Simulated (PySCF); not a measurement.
Members of one series of related molecules.

All values: PBE0/pcSseg-1 (PySCF) at GFN2-xTB geometries, gas phase, one conformer each.

Task: Rank by dipole moment, highest first.
A. `[CH:1]#[C:2][C@H:3]([CH3:4])[CH2:5][SiH2:6][CH3:7]` with C2–C3–C5–Si6 -65°, C3–C5–Si6–C7 -179°
B. `[CH:1]#[C:2][C@:3]([CH3:4])([CH2:5][OH:6])[CH2:7][SiH2:8][CH3:9]` with C2–C3–C5–O6 180°, C3–C5–O6–H -66°, C2–C3–C7–Si8 168°, C3–C7–Si8–C9 -91°
C. `[CH:1]#[C:2][C@@:3]([CH3:4])([CH2:5][CH3:6])[CH2:7][SiH2:8][CH3:9]` with C2–C3–C5–C6 60°, C2–C3–C7–Si8 68°, C3–C7–Si8–C9 -55°
D. `[CH:1]#[C:2][C@@:3]([CH3:4])([CH:5]=[O:6])[CH2:7][SiH2:8][CH3:9]` with C2–C3–C5–O6 137°, C2–C3–C7–Si8 -47°, C3–C7–Si8–C9 -41°
E. `[CH:1]#[C:2][C@@:3]([CH3:4])([CH2:5][SiH2:6][CH3:7])[S:8][SiH3:9]` with C2–C3–C5–Si6 -62°, C3–C5–Si6–C7 166°, C2–C3–S8–Si9 50°

Result: D (2.30 D), B (1.67 D), E (1.12 D), A (0.97 D), C (0.56 D).

All values together:

```csv
SMILES,change,formula,μ (D),HOMO (eV),LUMO (eV),lowest IAO charge (e),highest IAO charge (e),lowest Hirshfeld charge (e),highest Hirshfeld charge (e)
C#C[C@H](C)C[SiH2]C,parent,C6H12Si,0.97,-7.66,1.00,-0.715 (C),+0.767 (Si),-0.214 (C),+0.343 (Si)
C#C[C@](C)(CO)C[SiH2]C,H on C replaced by CH2OH,C7H14OSi,1.67,-7.64,0.74,-0.713 (C),+0.758 (Si),-0.218 (C),+0.323 (Si)
C#C[C@@](C)(CC)C[SiH2]C,H on C replaced by C2H5,C8H16Si,0.56,-7.66,1.13,-0.711 (C),+0.754 (Si),-0.216 (C),+0.341 (Si)
C#C[C@@](C)(C[SiH2]C)N=C,H on C replaced by N=CH2,C7H13NSi,2.25,-7.30,-0.56,-0.726 (C),+0.772 (Si),-0.223 (C),+0.316 (Si)
C#C[C@@](C)(C[SiH3])C[SiH2]C,H on C replaced by CH2SiH3,C7H16Si2,0.70,-7.65,0.76,-0.710 (C),+0.749 (Si),-0.212 (C),+0.344 (Si)
C#C[C@@](C)(C=O)C[SiH2]C,H on C replaced by CHO,C7H12OSi,2.30,-7.53,-1.01,-0.716 (C),+0.763 (Si),-0.219 (C),+0.335 (Si)
C#C[C@@](C)(C[SiH2]C)S[SiH3],H on C replaced by SSiH3,C6H14SSi2,1.12,-6.88,-0.14,-0.712 (C),+0.759 (Si),-0.211 (C),+0.345 (Si)
```

Conformers: `[CH:1]#[C:2][C@H:3]([CH3:4])[CH2:5][SiH2:6][CH3:7]` with C2–C3–C5–Si6 -65°, C3–C5–Si6–C7 -179°; `[CH:1]#[C:2][C@:3]([CH3:4])([CH2:5][OH:6])[CH2:7][SiH2:8][CH3:9]` with C2–C3–C5–O6 180°, C3–C5–O6–H -66°, C2–C3–C7–Si8 168°, C3–C7–Si8–C9 -91°; `[CH:1]#[C:2][C@@:3]([CH3:4])([CH2:5][CH3:6])[CH2:7][SiH2:8][CH3:9]` with C2–C3–C5–C6 60°, C2–C3–C7–Si8 68°, C3–C7–Si8–C9 -55°; `[CH:1]#[C:2][C@@:3]([CH3:4])([CH2:5][SiH2:6][CH3:7])[N:8]=[CH2:9]` with C2–C3–C5–Si6 79°, C3–C5–Si6–C7 -162°, C2–C3–N8–C9 116°; `[CH:1]#[C:2][C@@:3]([CH3:4])([CH2:5][SiH3:6])[CH2:7][SiH2:8][CH3:9]` with C2–C3–C5–Si6 63°, C2–C3–C7–Si8 -179°, C3–C7–Si8–C9 -179°; `[CH:1]#[C:2][C@@:3]([CH3:4])([CH:5]=[O:6])[CH2:7][SiH2:8][CH3:9]` with C2–C3–C5–O6 137°, C2–C3–C7–Si8 -47°, C3–C7–Si8–C9 -41°; `[CH:1]#[C:2][C@@:3]([CH3:4])([CH2:5][SiH2:6][CH3:7])[S:8][SiH3:9]` with C2–C3–C5–Si6 -62°, C3–C5–Si6–C7 166°, C2–C3–S8–Si9 50°.

Task: Give the shifts from the parent, `C#C[C@H](C)C[SiH2]C`.

Result: 
```tsv
SMILES	change in μ (D)	change in HOMO (eV)	change in LUMO (eV)
C#C[C@](C)(CO)C[SiH2]C	+0.70	+0.02	-0.26
C#C[C@@](C)(CC)C[SiH2]C	-0.41	0.00	+0.13
C#C[C@@](C)(C[SiH2]C)N=C	+1.28	+0.36	-1.56
C#C[C@@](C)(C[SiH3])C[SiH2]C	-0.27	+0.01	-0.24
C#C[C@@](C)(C=O)C[SiH2]C	+1.33	+0.13	-2.01
C#C[C@@](C)(C[SiH2]C)S[SiH3]	+0.15	+0.78	-1.14
```
